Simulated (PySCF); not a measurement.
**From computed data to an observable: entropy of an ideal gas**

C₂F₃, SMILES F[C]=C(F)F, multiplicity 2.

The structure is a stationary point at PBE-D3(BJ)/def2-SVP. The isomer is the one that the SMILES or the coordinates give; other isomers of the formula were not compared.

PBE-D3(BJ)/def2-SVP (PySCF 2.14.0) gives the harmonic wavenumbers 202, 213, 460, 473, 600, 903, 1233, 1287, 1814 cm⁻¹ and the rotational temperatures 0.5306, 0.1771, 0.1328 K. The molar mass is 81.02 g/mol, the symmetry number 1, the spin multiplicity 2.

**Question.** Work out the entropy at 298.15 K and 1 atm in the rigid-rotor, harmonic-oscillator model.

**Answer.** 
Translation (Sackur–Tetrode at 1 atm): S = R[1.5 ln M + 2.5 ln T − 1.16487] = 163.6 J/(mol K).
Rotation: q = (√π/σ) T^1.5/√(θA θB θC) = 81700, S = R[ln q + 3/2] = 106.5 J/(mol K).
Vibration: with u = 1.4388 ν/T, each mode gives R[u/(e^u − 1) − ln(1 − e^−u)]:
```csv
ν (cm⁻¹),modes,u,S (J/(mol K))
202,1,0.97,8.85
213,1,1.03,8.44
460,1,2.22,3.21
473,1,2.28,3.05
600,1,2.90,1.88
903,1,4.36,0.58
1233,1,5.95,0.15
1287,1,6.21,0.12
1814,1,8.75,0.01
```
These are all the modes. Sum 26.3 J/(mol K).
Spin: R ln 2 = 5.8 J/(mol K).
Total 302.1 J/(mol K); the program's own thermochemistry gives 302.1. Translation makes up 54 % and vibration 9 %. Anharmonicity, hindered rotation and orbital degeneracy are left out.
